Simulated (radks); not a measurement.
Results of a calculation; reference values are marked as such.
Problem. These are the eigenvalues of the occupied orbitals of an atom or ion with whole-number occupations (eV). Level of theory: scalar-relativistic Kohn-Sham, PBE, spin-polarised, spherical densities, point nucleus (a radial shooting solver on a logarithmic mesh with Libxc functionals).

1s down: -50103.85
1s up: -50103.85
2s up: -8271.814
2s down: -8271.740
2p up: -7360.380
2p down: -7360.327
3s up: -1834.058
3s down: -1831.438
3p up: -1551.750
3p down: -1549.140
3d up: -1179.008
3d down: -1176.998
4s up: -371.2635
4s down: -365.1209
4p up: -278.2269
4p down: -272.1283
4d up: -149.5711
4d down: -143.5289
5s up: -50.9006
5s down: -47.4974
5p up: -28.1770
5p down: -25.5238
4f up: -10.4472
6s up: -4.3460
6s down: -3.7563
5d up: -2.9543

Which element is it, and in what charge state? The configuration may be excited. Open shells, if any, are filled with parallel spins first.

Solution. Z = 64, gadolinium, charge 0: Gd in [Xe] 4f7 5d1 6s2. The list shows which subshells hold electrons but not how many an open one holds; the 1s level, -1841.3 hartree, gives Z - s = 60.7 by -(Z - s)^2/2, which with screening and relativity narrows Z to a few neighbours, and the depths of the outer levels then fix element, charge and occupations together.
